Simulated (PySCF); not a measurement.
# Cs: ionisation energy

Cs [Xe] 6s1 (2S) → Cs⁺ [Xe] (1S), as a difference of total energies. Calculation: PySCF 2.14, in x2c-QZVPPall (16s10p8d5f2g, 139 functions); the spin-free X2C one-electron Hamiltonian (Gaussian nucleus). The calculations carry no spin-orbit coupling.

| method | ionisation energy (eV) | error (eV) |
| --- | --- | --- |
| UHF | 3.477 | -0.417 |
| BP86 | 4.045 | +0.151 |
| BLYP | 3.951 | +0.057 |
| r2SCANh | 3.784 | -0.110 |

Reference: 3.894 eV (measured; NIST Atomic Spectra Database, ionization energies).
